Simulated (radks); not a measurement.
Values are calculated unless marked as measured or tabulated.
Excited configurations of Cs II: one electron is placed in a higher orbital outside [Kr] 4d10 5s2 5p5. The ground configuration is [Xe]. Level of theory: Dirac Kohn-Sham, PBE, spin-unpolarised, spherical densities, finite nucleus; open shells are shared between the two j in proportion to 2j + 1; Fermi nuclear charge, rms radius 4.8041 fm (a radial shooting solver on a logarithmic mesh with Libxc functionals). Excitation = E - E(ground); binding = E(ion) - E, where the ion is the core of charge +2; n* = 2/sqrt(2 binding) in atomic units, and the quantum defect is n - n*. Eigenvalue and <r> are those of j = l + 1/2.

outer orbital  excitation (eV)  binding (eV)     n*  quantum defect  eigenvalue (eV)  <r> (bohr)
4f                      19.485         4.209  3.596           0.404           -2.348       6.093
5d                      14.791         8.902  2.473           2.527           -5.667       3.461
5f                      20.433         3.260  4.086           0.914           -2.312       9.646
6s                      14.047         9.647  2.375           3.625           -7.346       4.473
6p                      16.508         7.186  2.752           3.248           -5.367       5.581
6d                      19.273         4.421  3.509           2.491           -3.330       8.209
6f                      21.463         2.231  4.939           1.061           -1.700       15.92
7s                      18.796         4.897  3.334           3.666           -3.883       8.718
7p                      19.700         3.994  3.692           3.308           -3.108       10.30
7d                      20.942         2.752  4.447           2.553           -2.152       14.07
7f                      22.087         1.606  5.821           1.179           -1.261       23.58

The Delta-SCF ionisation energy is 23.693 eV (NIST Atomic Spectra Database: 23.157 eV, measured). Self-interaction in the functional shifts the binding energies and quantum defects, so they are the method's values and not measured ones. Spin polarisation and multiplet splitting are left out, so open shells lie too high by an amount that depends on their filling. Sharing an open shell by 2j + 1 raises it above the true ground level by a part of the spin-orbit splitting, which enters the differences from NIST.

Beside tabulated values, note that spin-unpolarised runs miss the spin-polarisation part of the exchange energy of open shells.
